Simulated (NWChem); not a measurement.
# CH3BBr2; SMILES CB(Br)Br

```xyz
7

B     -0.6457     0.0123    -0.0210
Br     0.3688     1.6371    -0.2048
Br     0.3214    -1.6339     0.2194
C     -2.2077     0.0357    -0.0154
H     -2.6524    -0.9183    -0.3591
H     -2.6262     0.8827    -0.5929
H     -2.5352     0.1776     1.0405
```
Atoms are numbered in this order, from 1.

Results from NWChem. Pople sets run with spherical d functions. STO-3G and 3-21G are far too small for this property and stand as cheap habits. Geometry: optimised at PBE-D3(BJ)/def2-SVP. Field at 589 nm.

| level | isotropic polarisability (bohr³) | anisotropy (bohr³) | relative time |
|---|---|---|---|
| B3LYP/STO-3G | 25.9 | 27.7 | 1 |
| B3LYP/6-31G* | 56.7 | 36.3 | 8 |
| B3LYP/def2-SVP | 55.6 | 30.6 | 8 |
| B3LYP/def2-SVPD | 74.2 | 31.4 | 20 |
| B3LYP/aug-cc-pVDZ | 73.1 | 31.8 | 100 |

Relative times are rough (shared machine, one core).
